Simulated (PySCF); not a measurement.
## Germanium: a sound run and one with changed settings

Sound run: Ge [Ar] 3d10 4s2 4p2, Ge⁺ [Ar] 3d10 4s2 4p1. Calculation: PySCF 2.14, in cc-pVDZ-DK; the spin-free X2C one-electron Hamiltonian (Gaussian nucleus). The sound run starts from symmetry-adapted Hartree-Fock orbitals and uses a fine grid where one is needed.

Changed run: 6 angular points. This setting is unsound on purpose.

| species | method | sound run (hartree) | changed run (hartree) | converged |
| --- | --- | --- | --- | --- |
| Ge | UHF | -2096.95882 | -2096.95882 | yes |
| Ge | M06-2X | -2098.70631 | -2098.84743 | yes |
| Ge | M06-L | -2098.54689 | -2100.01015 | no |
| Ge⁺ | UHF | -2096.68676 | -2096.68676 | yes |
| Ge⁺ | M06-2X | -2098.42209 | -2098.55403 | yes |
| Ge⁺ | M06-L | -2098.26569 | -2099.65117 | no |

Ionisation energy of Ge:

```json
{"method": "UHF", "sound run (eV)": "7.403", "changed run (eV)": "7.403"}
{"method": "M06-2X", "sound run (eV)": "7.734", "changed run (eV)": "7.984"}
```

A coarse angular grid integrates products of high-l functions wrongly, so density functionals can shift, and the SCF can exploit the error; Hartree-Fock and MP2 need no grid.

For comparison, NIST gives 7.899 eV between the lowest levels.
